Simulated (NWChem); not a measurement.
C₅H₈; SMILES C1(C)CCC=1

```xyz
13

C     -0.0010    -1.9752     0.0000
C      0.0612    -0.4769     0.0000
C      1.0455     0.4394     0.0000
C      0.1095     1.6327     0.0000
C     -1.0455     0.5703     0.0000
H      0.4941    -2.4001    -0.8825
H     -1.0374    -2.3293     0.0000
H      0.4941    -2.4001     0.8825
H      2.1310     0.3679     0.0000
H      0.1439     2.2740    -0.8899
H      0.1439     2.2740     0.8899
H     -1.6883     0.5848    -0.8899
H     -1.6883     0.5848     0.8899
```
Atoms are numbered in this order, from 1.

This is a stationary point of B3LYP/6-31G* (spherical d) (NWChem), point group Cs. B3LYP is NWChem's, with the RPA form of VWN correlation.

Problem. Is it a minimum? If not, what does it relax to?

Solution. No. It has an imaginary frequency of 172i cm⁻¹. Following that mode (on a finer grid) lowers the energy by 1.6 kcal/mol and ends, with real frequencies alone, at point group Cs:
```xyz
13

C      0.0040    -1.9726    -0.0081
C      0.0617    -0.4818    -0.0159
C      1.0343     0.4345    -0.1574
C      0.1069     1.6277    -0.0216
C     -1.0356     0.5637     0.1447
H      0.9966    -2.4130    -0.1532
H     -0.6551    -2.3494    -0.8024
H     -0.4007    -2.3501     0.9412
H      2.1082     0.3594    -0.3142
H      0.0123     2.2694    -0.9067
H      0.2693     2.2686     0.8543
H     -1.8000     0.5786    -0.6431
H     -1.5430     0.5779     1.1181
```
